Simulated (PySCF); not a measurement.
# Bond length, frequency and bond energy of PbCl⁻ by level of theory

State: ³Σ⁻ (triplet), unpaired electrons π ↑↑. Set-up: Pb def2-SVPD with ECP60, Cl def2-SVPD; scalar-relativistic core potentials (PySCF 2.14). De refers to Pb + Cl⁻ in their high-spin ground configurations, without counterpoise correction. The functionals are run spin-unrestricted. A positive dipole points towards Cl; it is taken about the centre of mass and depends on that origin.

```json
{"Level": "UHF", "Re (Å)": "2.784", "ωe (cm⁻¹)": "185", "De (eV)": "n/a", "μ (D)": "-5.85", "CPU s a point (SCF and correlation, without the integrals)": "0.19"}
{"Level": "UHF-MP2", "Re (Å)": "2.732", "ωe (cm⁻¹)": "208", "De (eV)": "1.42", "μ (D)": "n/a", "CPU s a point (SCF and correlation, without the integrals)": "0.35"}
{"Level": "UHF-SCS-MP2", "Re (Å)": "2.750", "ωe (cm⁻¹)": "201", "De (eV)": "1.34", "μ (D)": "n/a", "CPU s a point (SCF and correlation, without the integrals)": "n/a"}
{"Level": "PBE", "Re (Å)": "2.721", "ωe (cm⁻¹)": "208", "De (eV)": "1.57", "μ (D)": "-4.65", "CPU s a point (SCF and correlation, without the integrals)": "0.72"}
{"Level": "r²SCAN", "Re (Å)": "2.702", "ωe (cm⁻¹)": "216", "De (eV)": "1.62", "μ (D)": "-4.66", "CPU s a point (SCF and correlation, without the integrals)": "1"}
{"Level": "r²SCANh", "Re (Å)": "2.697", "ωe (cm⁻¹)": "217", "De (eV)": "1.60", "μ (D)": "-4.72", "CPU s a point (SCF and correlation, without the integrals)": "1.2"}
{"Level": "PBE0", "Re (Å)": "2.700", "ωe (cm⁻¹)": "215", "De (eV)": "1.53", "μ (D)": "-4.79", "CPU s a point (SCF and correlation, without the integrals)": "1.1"}
{"Level": "r²SCAN0", "Re (Å)": "2.691", "ωe (cm⁻¹)": "218", "De (eV)": "1.57", "μ (D)": "-4.80", "CPU s a point (SCF and correlation, without the integrals)": "1.2"}
{"Level": "CAM-B3LYP", "Re (Å)": "2.719", "ωe (cm⁻¹)": "208", "De (eV)": "1.40", "μ (D)": "-5.17", "CPU s a point (SCF and correlation, without the integrals)": "1.2"}
{"Level": "B2PLYP", "Re (Å)": "2.736", "ωe (cm⁻¹)": "205", "De (eV)": "1.40", "μ (D)": "-5.28", "CPU s a point (SCF and correlation, without the integrals)": "0.76"}
```

**Question.** What does a quarter of exact exchange do here, going from PBE to PBE0?

**Answer.** PBE0 less PBE: -2.1 pm in Re, +3.4 % in ωe, -0.04 eV in De. Exact exchange removes part of the self-interaction that spreads semilocal densities, and in most molecules shortens and stiffens the bond and lowers De; so it does here.

**Question.** What does the step from GGA to meta-GGA do here, going from PBE to r²SCAN?

**Answer.** r²SCAN less PBE: -1.9 pm in Re, +3.8 % in ωe, +0.05 eV in De. 

**Question.** What does second-order correlation do here, going from UHF to UHF-MP2?

**Answer.** UHF-MP2 less UHF: -5.2 pm in Re, +12.4 % in ωe. Correlation nearly always deepens the well. The bond shortens, as in weak, metallic or heavy-atom bonds, where dispersion and the correlation of outer-core electrons pull the atoms together.

Correlated steps freeze 9 core orbitals. Correlated levels converge slowly with the basis: in double zeta they bind strong bonds too weakly, by up to about 1 eV, and carry superposition errors of some tenths. These are scalar-relativistic numbers at best; spin–orbit coupling would shift them, the dissociation energy most. For an ion De counts to the pair picked by the measured ionisation energies or electron affinities, which need not be the lowest pair at this level. The highest Kohn–Sham level is positive in this anion. Much of that is self-interaction error, but it also means that the finite basis helps to hold the extra electron. B2PLYP dipoles, levels and charges come from its SCF part alone. The state was picked by a PBE0 search and need not be the measured ground state.

The whole job (state search and all levels along the bond) took about 2.4 min on 1 thread of Arm Neoverse V2 (shared host), peak memory 0.84 GiB.
